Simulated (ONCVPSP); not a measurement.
ruthenium (Ru): excitation energies, all-electron against ONCV

ruthenium, optimised norm-conserving Vanderbilt (ONCV), made with ONCVPSP 4.0.1 (LDA (Perdew-Zunger), scalar-relativistic). Core [Ar] 3d10, reference 4s2 4p6 4d6 5s2. Waves: 4s+5s: rc 1.95 bohr, ncon 4, nbas 7, qcut 8.1 1/bohr, 3 projectors, debl 4 Ha; 4p: rc 1.30 bohr, ncon 5, nbas 10, qcut 5.5 1/bohr, 2 projectors, debl 3.1 Ha; 4d: rc 1.55 bohr, ncon 4, nbas 7, qcut 5.7 1/bohr, 2 projectors, debl 3.7 Ha. Local part: polynomial inside 1.15 bohr (lpopt 5, dvloc0 0 Ha). Core correction: polynomial model core, fcfact 0.7.

Energies are relative to the spin-unpolarised reference configuration 4s2 4p6 4d6 5s2; without spin polarisation the order of configurations can differ from experiment.

| valence configuration | charge | ΔE all-electron (eV) | error AE − PS (meV) |
| --- | --- | --- | --- |
| 4s2 4p6 4d7 5s1 | 0 | -1.614 | -3.4 |
| 4s2 4p6 4d7 5s0.5 | +0.5 | 1.402 | -5.4 |

(1) What are ΔE and the potential's error for 4s2 4p6 4d7 5s0?

(2) What are ΔE and the potential's error for 4s2 4p6 4d6 5s0?

Levels in the configuration 4s2 4p6 4d7 5s0:

```json
{"level": "4s", "all-electron (eV)": "-83.908", "pseudo (eV)": "-84.001"}
{"level": "4p", "all-electron (eV)": "-54.026", "pseudo (eV)": "-54.063"}
{"level": "4d", "all-electron (eV)": "-12.803", "pseudo (eV)": "-12.802"}
```

Results:

(1) ΔE = 5.999 eV all-electron; the error (AE − PS) is -8.6 meV.

(2) ΔE = 24.437 eV all-electron; the error (AE − PS) is -9.6 meV.
